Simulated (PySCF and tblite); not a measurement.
Values are calculated unless marked as measured or tabulated.
System: C₅H₇ClO₂, numbered as in [CH3:1][C:2](=[O:3])/[C:4]([Cl:5])=[C:6](/[CH3:7])[OH:8].

Motion: rotation about the C2–C4 bond (torsion C1–C2–C4–Cl5 from 0° to 182°, rising). GFN2-xTB gives an electronic barrier of 15.9 kcal/mol and a reaction energy of 13.1 kcal/mol.

PBE0/pcSseg-1 + D3(BJ) on GFN2-xTB geometries gives 21.7 kcal/mol and k(298 K) = 0.0033 s⁻¹.

(1) What does PBE0/pcSseg-1 + D3(BJ), IEF-PCM benzene give on GFN2-xTB geometries?

Programs: tblite and PySCF.

Answers

(1) A barrier of 20.3 kcal/mol, 1.5 below the first DFT barrier (from unrounded values), a reaction energy of 13.8 kcal/mol and, with GFN2-xTB thermal terms, ΔG‡(298 K) = 19.8 kcal/mol and k = 0.04 s⁻¹ (2 equivalent paths).
